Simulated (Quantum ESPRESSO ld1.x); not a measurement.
Species: Cr. Configuration: [Ar] 3d5.5 4s0.5 (fractional occupations, a model configuration).

All-electron calculation, non-relativistic Kohn-Sham, BLYP, spin-unpolarised, spherical densities, point nucleus. Program: ld1.x of Quantum ESPRESSO 7.5.

Energy parts (Ry):
total: -2088.597
kinetic: 2086.929
electron-nucleus: -4964.528
Hartree: 886.255
exchange-correlation: -97.253

Orbitals (lengths in bohr, moments of r in powers of bohr; r(max) is where P^2 peaks; r(90%) holds 90 % of the orbital's charge):
| orbital | occ. | eigenvalue (Ry) | <1/r> | <r^4> | r(max) | r(90%) |
|---|---|---|---|---|---|---|
| 1s | 2 | -428.8575 | 23.52 | 0.00007803 | 0.042 | 0.114 |
| 2s | 2 | -48.2433 | 4.978 | 0.01874 | 0.246 | 0.459 |
| 2p | 6 | -40.9962 | 4.925 | 0.01432 | 0.198 | 0.428 |
| 3s | 2 | -5.2143 | 1.546 | 1.518 | 0.785 | 1.37 |
| 3p | 6 | -3.2084 | 1.416 | 2.255 | 0.798 | 1.51 |
| 3d | 5.5 | -0.1426 | 0.9283 | 70.88 | 0.844 | 3.11 |
| 4s | 0.5 | -0.2650 | 0.3649 | 396.6 | 2.82 | 5.51 |
| 4p | 0 | -0.0617 | 0.2300 | 3253 | 4.18 | 9.24 |
| 5s | 0 | -0.0093 | 0.09202 | 105200 | 11.4 | 21.6 |

The highest occupied level is 3d at -1.940 eV. Summed over all electrons, <r^2> = 39.07 bohr^2, which gives a Langevin (diamagnetic) susceptibility term of -30.9 x 10^-6 cm^3/mol. Virial ratio -V/T = 2.00080.
